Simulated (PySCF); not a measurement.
C4H9F2O (charge +1).
SMILES: `C[C@@H](F)[O+](C)CF`

Method used: PySCF, TDDFT PBE0/def2-SVPD, vertical, gas phase, core orbitals frozen in the response. Geometry: GFN2-xTB, one conformer, isolated ion. Torsions of this conformer, `[CH3:1][C@@H:2]([F:3])[O+:4]([CH3:5])[CH2:6][F:7]`: C1–C2–O4–C5 -64°, C2–O4–C6–F7 -64°.

```json
{"state": "S1", "λ (nm)": "127.7", "E (eV)": "9.71", "f": "0.0054", "main configurations (H = HOMO, L = LUMO)": "H→L (89%)"}
{"state": "S2", "λ (nm)": "124.1", "E (eV)": "9.99", "f": "0.0024", "main configurations (H = HOMO, L = LUMO)": "H-1→L (84%)"}
{"state": "S3", "λ (nm)": "121.4", "E (eV)": "10.22", "f": "0.0086", "main configurations (H = HOMO, L = LUMO)": "H→L+1 (60%), H→L+2 (21%)"}
{"state": "S4", "λ (nm)": "118.7", "E (eV)": "10.45", "f": "0.0001", "main configurations (H = HOMO, L = LUMO)": "H→L+1 (19%), H→L+2 (15%), H-1→L+1 (14%)"}
{"state": "S5", "λ (nm)": "116.8", "E (eV)": "10.61", "f": "0.014", "main configurations (H = HOMO, L = LUMO)": "H-1→L+1 (47%), H-3→L (23%), H-4→L (16%)"}
{"state": "S6", "λ (nm)": "115.8", "E (eV)": "10.70", "f": "0.024", "main configurations (H = HOMO, L = LUMO)": "H→L+2 (42%), H-1→L+1 (15%), H-3→L (14%)"}
```

Triplets, Tamm–Dancoff:

| state | E (eV) | λ (nm) | main configurations (H = HOMO, L = LUMO) |
| --- | --- | --- | --- |
| T1 | 9.19 | 135.0 | H→L (64%), H-1→L (18%) |
| T2 | 9.50 | 130.5 | H-1→L (57%), H→L (15%) |

The lowest singlet comes at 128 nm (937 kJ/mol) in the vacuum ultraviolet; it is weak; its leading configuration is HOMO→LUMO (89%). The most intense listed level is S6 at 10.70 eV (116 nm, f = 0.024), 1.00 eV above S1. It is the last of those listed, so stronger ones may follow. Löwdin shares by element: HOMO fluorine 35%, carbon 26% or more (atoms not listed hold the other 39%); LUMO carbon 42% or more, oxygen 20% (atoms not listed hold the other 38%). The listed states span 1.00 eV, and the widest gap between neighbours is 0.29 eV (S1 to S2). Orbital energies (eV): HOMO-3 -16.30, HOMO-2 -16.11, HOMO-1 -15.67, HOMO -15.30, LUMO -4.01, LUMO+1 -3.72, LUMO+2 -3.41. Of the 6 states listed, 2 reach f = 0.01 and 1 stays under 0.0005. The window holds the lowest 6 singlets.
